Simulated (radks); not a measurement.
Values are calculated unless marked as measured or tabulated.
The technetium anion Tc- inside a hard spherical wall (all orbitals vanish at R), configuration held at [Kr] 4d6 5s2 and not refilled when levels cross. Level of theory: scalar-relativistic Kohn-Sham, PBE, spin-polarised, spherical densities, finite nucleus; open shells are filled with parallel spins first (spin-orbit coupling, left out, can overturn this in heavy ions); Fermi nuclear charge, rms radius 4.4112 fm (a radial shooting solver on a logarithmic mesh with Libxc functionals). Eigenvalues in eV for spin up, with the zero of energy where the potential of the charges vanishes at infinity; a dash marks a level that is unbound or too diffuse for the functional's potential to be trusted. A positive occupied level is held by the wall or, in an anion where self-interaction has pushed it up, behind a barrier. The pressure on the wall is -dE/dV.

| R (bohr) | E (hartree) | kinetic (hartree) | e(4s) | e(4p) | e(4d) | e(5s) | e(5p, empty) | e(6s, empty) | pressure (GPa) |
|---|---|---|---|---|---|---|---|---|---|
| 20 | -4285.70899 | 4425.164 | -66.102 | -38.282 | -0.294 | 0.099 | 2.235 | 2.246 | 0.00116 |
| 15 | -4285.70779 | 4425.163 | -65.788 | -37.970 | -0.003 | 0.304 | 2.651 | 3.065 | 0.00422 |
| 7 | -4285.64949 | 4425.397 | -63.585 | -35.764 | 2.080 | 2.170 | 5.911 | 13.172 | 2.07 |
| 6 | -4285.57967 | 4425.663 | -62.162 | -34.357 | 3.361 | 3.544 | 7.944 | 19.479 | 6.95 |
| 5 | -4285.39477 | 4426.334 | -59.448 | -31.707 | 5.773 | 6.489 | 12.052 | 31.656 | 28.1 |
| 3.5 | -4284.08550 | 4430.764 | -48.897 | -21.620 | 15.722 | 22.196 | 32.317 | 85.046 | 395 |
| 2.5 | -4278.57726 | 4449.104 | -27.454 | -0.476 | 40.097 | 72.811 | 91.512 | 218.36 | 4650 |
| 2 | -4267.13854 | 4485.007 | 0.616 | 29.487 | 76.208 | 157.34 | 183.20 | 405.56 | 22900 |
| 1.5 | -4226.03903 | 4599.119 | 79.054 | 115.56 | 175.83 | 398.62 | 432.21 | 882.67 | 161000 |
